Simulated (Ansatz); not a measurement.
The same molecule with X = Si, Ge, Sn. Ansatz, PBE0-D4/def2-TZVP geometries, multiplicity 1. Each molecule was computed in one conformer, which needn't be the lowest.

Elements past krypton have def2 core potentials. Scalar relativity is left out up to krypton.

```
 X               molecule  mean X–H bond length / Å  mean X–S bond length / Å  HOMO–LUMO gap (PBE/def2-TZVPP) / eV  HOMO–LUMO gap (B3LYP/def2-TZVPP) / eV  HOMO energy (PBE0/def2-TZVPP) / eV
Si           `S[SiH](S)S`                     1.481                     2.128                                 5.13                                   6.77                               -7.56
Sn  `[SH][SnH]([SH])[SH]`                     1.702                     2.399                                 3.91                                   5.47                               -7.55
```

(1) Give the row for X = Ge, `[SH][GeH]([SH])[SH]`. (An estimate is asked.)

Results:

(1) Ansatz gave: 
```tsv
X	molecule	mean X–H bond length / Å	mean X–S bond length / Å	HOMO–LUMO gap (PBE/def2-TZVPP) / eV	HOMO–LUMO gap (B3LYP/def2-TZVPP) / eV	HOMO energy (PBE0/def2-TZVPP) / eV
Ge	`[SH][GeH]([SH])[SH]`	1.536	2.215	4.46	6.08	-7.51
```

From Si to Sn the mean X–H bond length rises at each step, by 0.221 Å in all; the mean X–S bond length rises at each step, by 0.271 Å in all; the HOMO–LUMO gap (PBE/def2-TZVPP) falls at each step, by 1.22 eV in all; the HOMO–LUMO gap (B3LYP/def2-TZVPP) falls at each step, by 1.30 eV in all; the HOMO energy (PBE0/def2-TZVPP) hardly changes. Bonds lengthen as the atom grows down the group.

B3LYP here is the variant with VWN-RPA as its local correlation; programs differ in this.
